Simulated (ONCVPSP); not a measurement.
# An all-electron radial function and its pseudo partner (beryllium)

Columns: radius, all-electron u(r) and pseudo u(r) of the 2p shell (level -2.24 eV) of beryllium in the configuration 1s2 2s1.5 2p0.5; Wu-Cohen, scalar-relativistic, ONCV scheme, ONCVPSP 4.0.1.

```csv
r (bohr),all-electron,pseudo
0.200,0.0426,0.0159
0.400,0.1234,0.0615
0.600,0.2088,0.1302
0.800,0.2864,0.2131
1.000,0.3532,0.2999
1.200,0.4100,0.3813
1.400,0.4561,0.4502
1.600,0.4909,0.5025
1.800,0.5152,0.5372
2.000,0.5301,0.5555
2.200,0.5369,0.5607
2.400,0.5370,0.5560
2.600,0.5313,0.5446
2.800,0.5210,0.5291
3.000,0.5067,0.5111
3.200,0.4895,0.4914
3.400,0.4698,0.4705
3.600,0.4485,0.4487
3.800,0.4262,0.4263
4.000,0.4036,0.4036
4.200,0.3810,0.3810
4.400,0.3589,0.3589
4.600,0.3376,0.3376
4.800,0.3171,0.3171
5.000,0.2976,0.2976
5.200,0.2791,0.2791
```

Question: How many radial nodes do the two functions have?

Answer: The all-electron 2p function has n − l − 1 = 0; the pseudo-wave has 0.

Question: At about which radius was the pseudo-wave matched?

Answer: 4.00 bohr. The columns agree to 0.0005 from 3.60 bohr on; several derivatives are matched, so the curves merge somewhat inside the radius.

Question: Is the pseudo-wave norm-conserving?

Answer: Yes: the ONCV scheme keeps the norm inside the radius equal to the all-electron one, which fixes the energy derivative of the logarithmic derivative at the level.
